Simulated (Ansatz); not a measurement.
A short molecular-dynamics run on In5Sb5H18, a cluster cut from wurtzite InSb (hydrogen-capped).

```yaml
crystal:
  periodic: [false, false, false]
  atoms:
    - {symbol: Sb, position_ang: [1.275168, -4.375339, -0.412726]}
    - {symbol: In, position_ang: [-1.379910, -3.614680, 0.574228]}
    - {symbol: Sb, position_ang: [-1.276340, -0.739758, 0.264952]}
    - {symbol: In, position_ang: [-3.820766, 0.602083, 0.573846]}
    - {symbol: Sb, position_ang: [-3.158754, 3.284792, -0.410674]}
    - {symbol: In, position_ang: [4.006261, -3.531921, 0.090644]}
    - {symbol: Sb, position_ang: [3.160465, -0.726507, 0.005972]}
    - {symbol: In, position_ang: [0.976874, 0.563712, 1.367227]}
    - {symbol: Sb, position_ang: [0.945326, 3.099789, 0.006043]}
    - {symbol: In, position_ang: [-1.065314, 5.231673, 0.090089]}
    - {symbol: H, position_ang: [1.344315, -6.091075, -0.279509]}
    - {symbol: H, position_ang: [1.168148, -4.383913, -2.129007]}
    - {symbol: H, position_ang: [-2.475982, -4.226483, -0.629752]}
    - {symbol: H, position_ang: [-1.306924, -3.954344, 2.278317]}
    - {symbol: H, position_ang: [-0.897674, -0.520965, -1.402762]}
    - {symbol: H, position_ang: [-4.898412, -0.043884, -0.628745]}
    - {symbol: H, position_ang: [-4.076385, 0.833971, 2.278769]}
    - {symbol: H, position_ang: [-3.229456, 3.202748, -2.126784]}
    - {symbol: H, position_ang: [-4.609452, 4.201526, -0.265390]}
    - {symbol: H, position_ang: [4.976891, -3.808850, -1.323241]}
    - {symbol: H, position_ang: [4.343421, -3.834903, 1.766831]}
    - {symbol: H, position_ang: [2.724013, -0.430110, -1.630617]}
    - {symbol: H, position_ang: [4.487224, 0.371427, -0.002011]}
    - {symbol: H, position_ang: [1.199441, 0.692273, 3.085871]}
    - {symbol: H, position_ang: [0.983621, 2.571612, -1.630154]}
    - {symbol: H, position_ang: [2.558707, 3.701731, -0.002889]}
    - {symbol: H, position_ang: [-1.156306, 5.679711, 1.765271]}
    - {symbol: H, position_ang: [-0.820801, 6.206984, -1.326398]}
basis:
  gaussian: {orbitals: def2-SVP}
hamiltonian: {xc: {name: BLYP}, dispersion: d3bjatm}
md: {timestep: 2 fs, n_steps: 15, ensemble: nvt_langevin, temperature: 300, initial_velocities: maxwell_boltzmann, friction: 0.01, seed: 835}
scf: {omitted_lower_state_checks: [starts]}
```

```sh
$ ansatz run in.yaml --threads 2 --pin off --events-out ev --progress --plain --max-ram 31744MiB --backend cuda --devices 0, --max-vram 18GiB
```

```tsv
step	time (fs)	potential energy (eV)	kinetic (eV)	T (K)
0	0.0	-58838.1946	1.0470	289
1	2.0	-58838.1023	0.9095	251
2	4.0	-58837.9341	0.6930	191
3	6.0	-58837.8829	0.6093	168
4	8.0	-58837.9239	0.6209	172
5	10.0	-58837.9097	0.6237	172
6	12.0	-58837.8016	0.4894	135
7	14.0	-58837.7174	0.5039	139
8	16.0	-58837.7839	0.5740	159
9	18.0	-58837.9068	0.7652	211
10	20.0	-58837.8906	0.7005	194
11	22.0	-58837.7969	0.6534	181
12	24.0	-58837.8138	0.7143	197
13	26.0	-58837.9256	0.9178	254
14	28.0	-58837.9269	0.8406	232
15	30.0	-58837.8074	0.8267	228
```

Velocities are drawn at the set temperature; a run this short doesn't reach equilibrium. Under Langevin dynamics the printed temperature counts 3N degrees of freedom, so it starts below the set value.

In the def2 sets In, Sb take a core potential; there is no spin–orbit coupling.

Frames (Å, forces in eV/Å):

```xyz
28
time=0.0 fs
Sb    1.275   -4.375   -0.413   -0.018   -0.010    0.004
In   -1.380   -3.615    0.574   -0.090   -0.061    0.034
Sb   -1.276   -0.740    0.265   -0.006   -0.005   -0.015
In   -3.821    0.602    0.574   -0.097   -0.046    0.039
Sb   -3.159    3.285   -0.411   -0.017   -0.010    0.008
In    4.006   -3.532    0.091    0.144   -0.083    0.006
Sb    3.160   -0.727    0.006    0.037    0.013    0.008
In    0.977    0.564    1.367   -0.012   -0.005    0.092
Sb    0.945    3.100    0.006    0.029    0.022    0.007
In   -1.065    5.232    0.090    0.004    0.165    0.005
H     1.344   -6.091   -0.280    0.006   -0.084    0.000
H     1.168   -4.384   -2.129   -0.012    0.006   -0.082
H    -2.476   -4.226   -0.630   -0.050   -0.029   -0.033
H    -1.307   -3.954    2.278   -0.003   -0.010    0.061
H    -0.898   -0.521   -1.403    0.017    0.009   -0.056
H    -4.898   -0.044   -0.629   -0.050   -0.028   -0.034
H    -4.076    0.834    2.279   -0.011    0.003    0.057
H    -3.229    3.203   -2.127   -0.001   -0.012   -0.083
H    -4.609    4.202   -0.265   -0.071    0.046    0.000
H     4.977   -3.809   -1.323    0.037   -0.012   -0.038
H     4.343   -3.835    1.767    0.017   -0.010    0.059
H     2.724   -0.430   -1.631   -0.020    0.024   -0.070
H     4.487    0.371   -0.002    0.064    0.051    0.000
H     1.199    0.692    3.086    0.009    0.005    0.084
H     0.984    2.572   -1.630    0.011   -0.027   -0.068
H     2.559    3.702   -0.003    0.078    0.031   -0.001
H    -1.156    5.680    1.765   -0.002    0.018    0.057
H    -0.821    6.207   -1.326    0.007    0.040   -0.039
28
time=4.0 fs
Sb    1.280   -4.373   -0.415   -0.027   -0.230   -0.585
In   -1.384   -3.605    0.580   -0.192   -0.232   -0.011
Sb   -1.277   -0.741    0.267    0.115    0.203   -0.948
In   -3.817    0.602    0.585   -0.283    0.180    0.492
Sb   -3.155    3.283   -0.416   -0.098   -0.068    0.115
In    4.013   -3.542    0.090   -0.434    0.052    0.844
Sb    3.156   -0.730    0.001    0.191    0.458   -0.870
In    0.976    0.563    1.367    0.084    0.150    0.412
Sb    0.946    3.102    0.010    0.203    0.193    0.181
In   -1.070    5.235    0.079   -0.060   -0.149   -0.025
H     1.359   -6.102   -0.397   -0.017   -0.001    0.131
H     1.203   -4.389   -2.176   -0.036    0.145    0.429
H    -2.493   -4.236   -0.619    0.027    0.024    0.010
H    -1.400   -3.958    2.294    0.068    0.039   -0.035
H    -0.937   -0.445   -1.490   -0.119   -0.193    0.877
H    -4.974    0.020   -0.599    0.085   -0.037    0.098
H    -4.031    0.946    2.331    0.030   -0.184   -0.414
H    -3.364    3.116   -2.096    0.157   -0.016   -0.384
H    -4.599    4.209   -0.328   -0.137    0.077    0.163
H     4.965   -3.813   -1.238    0.610   -0.169   -0.892
H     4.340   -3.852    1.771   -0.025    0.045    0.033
H     2.631   -0.341   -1.697    0.403   -0.207    0.912
H     4.604    0.295    0.033   -0.496   -0.202   -0.076
H     1.189    0.761    3.104   -0.026   -0.083   -0.132
H     1.032    2.480   -1.572   -0.027   -0.033   -0.349
H     2.555    3.759   -0.028   -0.096   -0.087    0.043
H    -1.203    5.663    1.725   -0.008    0.046    0.438
H    -0.870    6.267   -1.253    0.107    0.280   -0.458
28
time=8.0 fs
Sb    1.282   -4.371   -0.418   -0.022   -0.322   -0.405
In   -1.387   -3.596    0.586   -0.192   -0.268   -0.224
Sb   -1.276   -0.742    0.266    0.031    0.268   -0.861
In   -3.813    0.601    0.597   -0.327    0.322    0.616
Sb   -3.149    3.284   -0.420   -0.374   -0.123   -0.334
In    4.018   -3.553    0.091    0.059   -0.059    0.037
Sb    3.152   -0.733   -0.004    0.216    0.224   -0.464
In    0.976    0.560    1.368    0.132    0.255    0.610
Sb    0.949    3.103    0.013    0.369    0.072   -0.263
In   -1.075    5.237    0.070   -0.057    0.109   -0.035
H     1.351   -6.098   -0.487   -0.022   -0.034    0.242
H     1.203   -4.390   -2.156   -0.058    0.258    0.151
H    -2.492   -4.248   -0.604    0.025    0.034   -0.032
H    -1.450   -3.943    2.279    0.103    0.013    0.185
H    -0.983   -0.400   -1.477   -0.044   -0.231    0.761
H    -5.038    0.067   -0.544    0.144   -0.070    0.101
H    -3.987    1.019    2.341    0.019   -0.267   -0.442
H    -3.446    3.038   -2.109    0.309    0.065   -0.031
H    -4.592    4.233   -0.370   -0.035    0.000    0.230
H     5.044   -3.839   -1.278    0.023   -0.006   -0.069
H     4.327   -3.830    1.783    0.003    0.032    0.027
H     2.591   -0.294   -1.632    0.371   -0.158    0.494
H     4.643    0.208    0.037   -0.464   -0.046   -0.091
H     1.179    0.829    3.108   -0.045   -0.158   -0.229
H     1.072    2.391   -1.568   -0.074    0.228    0.047
H     2.557    3.799   -0.034   -0.234   -0.186    0.050
H    -1.250    5.654    1.744    0.041   -0.046    0.144
H    -0.901    6.333   -1.248    0.101    0.095   -0.214
28
time=12.0 fs
Sb    1.284   -4.368   -0.420   -0.019   -0.203    0.036
In   -1.389   -3.589    0.591   -0.125   -0.222   -0.284
Sb   -1.276   -0.743    0.265   -0.210    0.094    0.238
In   -3.812    0.603    0.608   -0.235    0.221    0.139
Sb   -3.144    3.287   -0.425   -0.683   -0.163   -0.684
In    4.023   -3.568    0.094    0.520   -0.148   -0.476
Sb    3.147   -0.735   -0.008    0.253   -0.541    0.916
In    0.976    0.555    1.371    0.121    0.252    0.431
Sb    0.952    3.104    0.015    0.251   -0.121   -0.490
In   -1.080    5.241    0.060    0.003    0.605   -0.339
H     1.339   -6.082   -0.526   -0.025   -0.201    0.243
H     1.198   -4.354   -2.125   -0.077    0.278   -0.280
H    -2.486   -4.266   -0.576   -0.034    0.000   -0.134
H    -1.486   -3.896    2.277    0.126   -0.026    0.349
H    -1.046   -0.398   -1.381    0.190   -0.019   -0.402
H    -5.081    0.072   -0.474    0.137   -0.095    0.002
H    -3.952    1.050    2.276   -0.039   -0.127    0.245
H    -3.468    2.959   -2.129    0.368    0.215    0.314
H    -4.599    4.257   -0.373    0.179   -0.155    0.180
H     5.127   -3.895   -1.336   -0.515    0.157    0.652
H     4.319   -3.787    1.814    0.012    0.017   -0.153
H     2.605   -0.285   -1.512   -0.077    0.236   -0.948
H     4.632    0.124    0.044   -0.021    0.302   -0.078
H     1.178    0.868    3.080   -0.030   -0.156    0.007
H     1.102    2.347   -1.568   -0.118    0.381    0.257
H     2.547    3.795   -0.029   -0.084   -0.121    0.049
H    -1.302    5.647    1.762    0.097   -0.095   -0.137
H    -0.896    6.411   -1.289    0.033   -0.364    0.346
28
time=16.0 fs
Sb    1.286   -4.368   -0.422   -0.018   -0.286    0.098
In   -1.391   -3.581    0.598   -0.017   -0.204    0.179
Sb   -1.274   -0.742    0.266   -0.293    0.039    0.590
In   -3.812    0.605    0.617   -0.162    0.143   -0.080
Sb   -3.143    3.289   -0.430   -0.576   -0.312   -0.658
In    4.028   -3.583    0.095    0.411   -0.102   -0.300
Sb    3.142   -0.740   -0.010    0.132   -0.674    0.864
In    0.974    0.552    1.376    0.071    0.235    0.013
Sb    0.957    3.107    0.018   -0.172    0.028    0.235
In   -1.084    5.248    0.050    0.074    0.567   -0.427
H     1.338   -6.094   -0.538   -0.045   -0.030    0.147
H     1.203   -4.263   -2.126   -0.073    0.183   -0.233
H    -2.477   -4.260   -0.556   -0.135   -0.080   -0.217
H    -1.477   -3.835    2.326    0.137   -0.008   -0.016
H    -1.075   -0.419   -1.362    0.258    0.074   -0.788
H    -5.097    0.042   -0.420    0.116   -0.089   -0.067
H    -3.940    1.056    2.256   -0.052   -0.035    0.576
H    -3.470    2.901   -2.125    0.308    0.327    0.356
H    -4.576    4.273   -0.322    0.098   -0.141    0.078
H     5.138   -3.960   -1.293   -0.441    0.171    0.519
H     4.312   -3.728    1.828    0.007   -0.009   -0.174
H     2.622   -0.258   -1.512   -0.074    0.249   -0.943
H     4.637    0.079    0.053    0.116    0.404   -0.053
H     1.166    0.868    3.047    0.019   -0.098    0.417
H     1.113    2.371   -1.506   -0.063    0.048   -0.472
H     2.536    3.759   -0.008    0.271    0.057    0.050
H    -1.331    5.630    1.745    0.086   -0.064   -0.048
H    -0.879    6.434   -1.285    0.016   -0.391    0.355
28
time=20.0 fs
Sb    1.290   -4.369   -0.425   -0.041    0.098   -0.185
In   -1.393   -3.573    0.606   -0.011   -0.269    0.485
Sb   -1.269   -0.740    0.268   -0.208    0.240   -0.625
In   -3.814    0.610    0.626   -0.066    0.281    0.472
Sb   -3.143    3.292   -0.434   -0.212   -0.387   -0.049
In    4.036   -3.596    0.096   -0.430    0.217    0.592
Sb    3.136   -0.745   -0.009   -0.091   -0.149   -0.613
In    0.972    0.547    1.383    0.115    0.364    0.234
Sb    0.962    3.113    0.022   -0.054    0.132    0.452
In   -1.085    5.257    0.041    0.056   -0.145    0.062
H     1.344   -6.081   -0.526   -0.052   -0.197   -0.014
H     1.224   -4.149   -2.155   -0.060   -0.020    0.231
H    -2.464   -4.258   -0.576   -0.074   -0.051   -0.063
H    -1.428   -3.774    2.388    0.092   -0.014   -0.469
H    -1.051   -0.440   -1.458    0.093   -0.110    0.444
H    -5.080   -0.024   -0.379    0.025   -0.074   -0.127
H    -3.942    1.046    2.320   -0.004   -0.151    0.022
H    -3.429    2.890   -2.084    0.111    0.260   -0.168
H    -4.548    4.278   -0.269   -0.098   -0.038   -0.013
H     5.069   -3.995   -1.168    0.401   -0.114   -0.577
H     4.306   -3.673    1.815    0.001   -0.027    0.045
H     2.626   -0.225   -1.633    0.334   -0.196    0.535
H     4.638    0.095    0.057   -0.044    0.291   -0.034
H     1.146    0.849    3.087    0.000   -0.144    0.091
H     1.122    2.419   -1.503   -0.039   -0.086   -0.656
H     2.569    3.723    0.020    0.113    0.038    0.059
H    -1.330    5.581    1.715    0.025    0.005    0.276
H    -0.872    6.383   -1.215    0.119    0.247   -0.405
28
time=24.0 fs
Sb    1.296   -4.371   -0.429   -0.098    0.261   -0.276
In   -1.396   -3.567    0.614    0.028   -0.278    0.302
Sb   -1.266   -0.737    0.268   -0.185    0.275   -0.920
In   -3.818    0.613    0.637    0.019    0.322    0.769
Sb   -3.145    3.296   -0.438   -0.190   -0.303    0.185
In    4.043   -3.608    0.100   -0.724    0.380    0.701
Sb    3.131   -0.749   -0.006    0.252    0.103   -0.947
In    0.968    0.544    1.390    0.157    0.458    0.723
Sb    0.966    3.120    0.027    0.429   -0.168   -0.442
In   -1.086    5.265    0.033    0.022   -0.419    0.397
H     1.362   -6.088   -0.512   -0.066   -0.123   -0.154
H     1.221   -4.037   -2.163   -0.027   -0.232    0.460
H    -2.457   -4.237   -0.604    0.003   -0.016    0.098
H    -1.344   -3.711    2.390    0.001   -0.091   -0.405
H    -1.014   -0.462   -1.488    0.014   -0.115    0.739
H    -5.060   -0.092   -0.339   -0.057   -0.062   -0.179
H    -3.951    1.025    2.374    0.034   -0.176   -0.323
H    -3.377    2.942   -2.093    0.000    0.193   -0.324
H    -4.544    4.299   -0.242   -0.026   -0.098   -0.083
H     5.054   -4.057   -1.123    0.681   -0.231   -0.946
H     4.319   -3.645    1.794    0.021   -0.040    0.328
H     2.680   -0.231   -1.679    0.269   -0.272    0.819
H     4.629    0.150    0.041   -0.288    0.071    0.024
H     1.131    0.810    3.166   -0.037   -0.192   -0.523
H     1.124    2.443   -1.593   -0.098    0.269    0.337
H     2.624    3.697    0.050   -0.307   -0.077    0.026
H    -1.327    5.516    1.717    0.020    0.058    0.284
H    -0.846    6.356   -1.208    0.151    0.501   -0.670
28
time=30.0 fs
Sb    1.305   -4.373   -0.437   -0.035   -0.322    1.065
In   -1.402   -3.560    0.624    0.015   -0.222   -0.748
Sb   -1.263   -0.729    0.266   -0.459    0.063    0.541
In   -3.825    0.621    0.654   -0.018   -0.027    0.291
Sb   -3.144    3.301   -0.447   -0.370   -0.110   -0.375
In    4.058   -3.627    0.107    0.366   -0.196   -0.467
Sb    3.122   -0.754   -0.004    0.735   -0.301    0.492
In    0.966    0.536    1.398    0.067    0.388    0.431
Sb    0.974    3.132    0.033    0.160   -0.372   -0.599
In   -1.083    5.277    0.019    0.281    0.329   -0.259
H     1.384   -6.129   -0.515   -0.092    0.388   -0.279
H     1.258   -3.924   -2.050   -0.062   -0.115   -0.800
H    -2.424   -4.219   -0.643    0.051    0.023    0.232
H    -1.226   -3.665    2.301   -0.023   -0.216    0.591
H    -0.996   -0.485   -1.365    0.216    0.131   -0.813
H    -5.069   -0.144   -0.303    0.044    0.057   -0.134
H    -3.970    0.917    2.376    0.034    0.035   -0.017
H    -3.298    3.073   -2.178   -0.030    0.146    0.298
H    -4.551    4.328   -0.245    0.170   -0.231   -0.127
H     5.148   -4.246   -1.234   -0.476    0.404    0.550
H     4.360   -3.623    1.823    0.049   -0.062    0.065
H     2.821   -0.269   -1.576   -0.273    0.183   -0.748
H     4.561    0.227    0.059   -0.172   -0.007    0.136
H     1.074    0.699    3.166    0.034   -0.076   -0.337
H     1.121    2.530   -1.635   -0.065    0.212    0.553
H     2.622    3.658    0.091   -0.023    0.057    0.010
H    -1.274    5.378    1.756    0.032    0.223   -0.064
H    -0.749    6.412   -1.338   -0.157   -0.382    0.512
```

Run time 60 s (2 threads of AMD EPYC 7R13 on a shared host and a share (18 GiB) of an NVIDIA H100 80GB HBM3), peak host memory 1.1 GiB.
